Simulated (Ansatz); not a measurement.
Abridged output of a molecular run in Ansatz:

```
Functional definition: HF
  name "HF"
  cite "Fock, Z. Phys. 61, 126 (1930) doi:10.1007/BF01340294"
  parent pbe
  exchange = exact_x
  correlation = 0
1786 factors; integrals over basis functions are off by at most 1.2e-3 eV
mean field evaluation 1: about -25426.5004 eV, gradient 3.2e1 eV
mean field evaluation 2: about -25426.8481 eV, gradient 3.2e1 eV
mean field evaluation 4: about -25430.5530 eV, gradient 4.1e0 eV
mean field evaluation 8: about -25430.6440 eV, gradient 2.6e-1 eV
mean field evaluation 16: about -25430.6449 eV, gradient 2.7e-6 eV
mean field -25430.64490860 eV, -934.5589628807 hartree, gradient 2.7e-6 eV, S^2 0.000000; 0 other end points of the search recorded, 0 dependent functions left out
17 core orbitals not correlated: weight in the atoms' cores, before any rotation towards them, 1.000 or more for the frozen orbitals, at most 0.000 for the correlated occupied ones
reference -25430.64490860 eV, -934.5589628807 hartree; 14, 14 occupied and 283, 283 virtual orbitals, 1786 factors
second order -17.90638590 eV of doubles, -0.00000000 eV of singles
cycle   1  -19.20739567 eV  change    -1.3e0 eV  update   1.1e-1
cycle   2  -19.81170730 eV  change   -6.0e-1 eV  update   3.5e-2
cycle   3  -19.90380252 eV  change   -9.2e-2 eV  update   1.5e-2
cycle   4  -19.89714625 eV  change    6.7e-3 eV  update   5.2e-3
cycle   5  -19.89514157 eV  change    2.0e-3 eV  update   2.5e-3
cycle   6  -19.89496480 eV  change    1.8e-4 eV  update   1.1e-3
cycle   7  -19.89514720 eV  change   -1.8e-4 eV  update   4.4e-4
cycle   8  -19.89533749 eV  change   -1.9e-4 eV  update   1.8e-4
cycle   9  -19.89533755 eV  change   -5.8e-8 eV  update   6.0e-5
cycle  10  -19.89530589 eV  change    3.2e-5 eV  update   2.5e-5
perturbative correction -0.92395368 eV, -0.0339546716 hartree
Total energy: -25451.46416818 eV, -935.3240565584 hartree
```

Its atoms:

```xyz
14

C    -0.157    0.781   -2.016
Si    1.244    0.360   -0.847
Si    0.607    0.361    1.406
B    -1.132    0.203    2.141
Si   -1.232   -1.420    1.188
H    -0.952    0.036   -1.977
H    -0.587    1.752   -1.761
H     0.219    0.828   -3.041
H     2.306    1.404   -0.946
H     1.873   -0.940   -1.208
H     1.786    0.587    2.294
H    -1.434    0.359    3.282
H    -1.577   -2.754    1.750
H    -0.965   -1.555   -0.265
```

Which basis set was used?
A. def2-SVP
B. def2-SVPD
C. def2-TZVPP
D. cc-pV(D+d)Z

C. It gives 314 functions.

Write the keys of the input that set method, charge and spin (a neutral closed shell needs none for the last two).


```yaml
correlation: {method: ccsd_t}
```
